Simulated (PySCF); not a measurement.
Match the calculated data to a structure.

All candidates are C2H11NOSi2.

* Rotational structure: rotational constants A, B, C: 2.724, 1.607, 1.077 GHz [GFN2-xTB]
* Triplet: lowest triplet excitation (Tamm–Dancoff): 5.95 eV [TDA CAM-B3LYP/def2-SVPD]
* 13C NMR: chemical shifts (computed TMS as zero) by class: 64.9 (1 C), 62.5 (1 C) ppm [GIAO PBE0/pcSseg-1]
* Dipole: 1.12 D [CAM-B3LYP/def2-SVPD]
* UV, first state: lowest singlet excitation: 6.29 eV (197 nm, f = 0.006) [TDDFT CAM-B3LYP/def2-SVPD]
* 1H NMR: chemical shifts (computed TMS as zero) by class: 5.01 (1 H), 4.70 (1 H), 3.90 (3 H), 3.57 (3 H), 3.12 (1 H), 0.21 (2 H) ppm [GIAO PBE0/pcSseg-1]
* Polarisability: 91.0 au [CAM-B3LYP/def2-SVPD]

Electronic properties: PySCF, gas phase, density fitting. Levels stand in brackets. Isolated species at its GFN2-xTB geometry (one conformer only). NMR classes are plain means over equivalent atoms (diastereotopic ones count apart unless rotation or inversion swaps them), as if these changed places fast.

Task: Which candidate is it?
A. `CCN[SiH2]O[SiH3]`
B. `CC[Si@@H](N)O[SiH3]`
C. `CN[SiH2]C[SiH2]O`
D. `N[SiH2]CC[SiH2]O`
E. `CO[C@H]([SiH3])[SiH2]N`

Result: E. It is `CO[C@H]([SiH3])[SiH2]N`. Numbering: `[CH3:1][O:2][C@H:3]([SiH3:4])[SiH2:5][NH2:6]`. Its formula, C2H11NOSi2, gives 0 degrees of unsaturation, so no ring and no π bond. 2 carbons fall into 2 classes; from least to most shielded: sp3 carbon bound to oxygen [C3] (64.9 ppm), methoxy carbon [C1] (62.5 ppm). Hydrogen classes from least to most shielded: 1 H on an SiH2 silicon, Si5 (5.01 ppm), 1 H on an SiH2 silicon, Si5 (4.70 ppm), 3 H on an SiH3 silicon, Si4 (3.90 ppm, a mean of values up to 0.7 ppm apart in this geometry), 3 H on a methoxy carbon, C1 (3.57 ppm, a mean of values up to 0.7 ppm apart in this geometry), 1 H on an sp3 carbon bound to oxygen, C3 (3.12 ppm), 2 H on a silicon-bound nitrogen, N6 (0.21 ppm, a mean of values up to 0.6 ppm apart in this geometry). The optimised geometry has point group C1 and is an asymmetric top.

The others, at the same levels:
- `CC[Si@@H](N)O[SiH3]` fails: its computed 13C shifts are 12.2 (1 C), 8.5 (1 C) ppm, 1H shifts are 5.22 (1 H), 5.21 (3 H), 1.12 (3 H), 0.80 (1 H), 0.44 (2 H), 0.43 (1 H) ppm and rotational constant A is 2.561 GHz (against 2.724 GHz).
- `N[SiH2]CC[SiH2]O` fails: its computed lowest singlet excitation is 6.81 eV (182 nm, f = 0.019) (against 6.29 eV), lowest triplet excitation (Tamm–Dancoff) is 6.47 eV (against 5.95 eV) and static isotropic polarisability is 87.1 au (against 91.0 au).
- `CN[SiH2]C[SiH2]O` fails: its computed 13C shifts are 31.5 (1 C), -4.5 (1 C) ppm, 1H shifts are 5.24 (2 H), 5.01 (2 H), 3.97 (1 H), 2.74 (3 H), 0.08 (1 H), -0.02 (2 H) ppm and static isotropic polarisability is 87.0 au (against 91.0 au).
- `CCN[SiH2]O[SiH3]` fails: its computed 13C shifts are 38.7 (1 C), 23.8 (1 C) ppm, 1H shifts are 5.24 (2 H), 5.15 (3 H), 2.91 (2 H), 1.11 (3 H), 0.31 (1 H) ppm and lowest singlet excitation is 6.09 eV (203 nm, f = 0.004) (against 6.29 eV).

Each candidate is one conformer, not necessarily the lowest. The conformers computed, where there is a choice (atom-mapped SMILES and torsion angles):
- `[CH3:1][O:2][C@H:3]([SiH3:4])[SiH2:5][NH2:6]`: C1–O2–C3–Si4 -87°, O2–C3–Si5–N6 -56°, H–N6–Si5–C3 178°, H–N6–Si5–C3 42°
- `[CH3:1][CH2:2][Si@@H:3]([NH2:4])[O:5][SiH3:6]`: C1–C2–Si3–N4 -169°, C2–Si3–O5–Si6 -38°, H–N4–Si3–C2 -56°, H–N4–Si3–C2 167°
- `[CH3:1][NH:2][SiH2:3][CH2:4][SiH2:5][OH:6]`: C1–N2–Si3–C4 64°, N2–Si3–C4–Si5 52°, Si3–C4–Si5–O6 -43°, H–O6–Si5–C4 25°
- `[CH3:1][CH2:2][NH:3][SiH2:4][O:5][SiH3:6]`: C1–C2–N3–Si4 -84°, C2–N3–Si4–O5 178°, N3–Si4–O5–Si6 73°

The conformers of `N[SiH2]CC[SiH2]O` aren't listed.
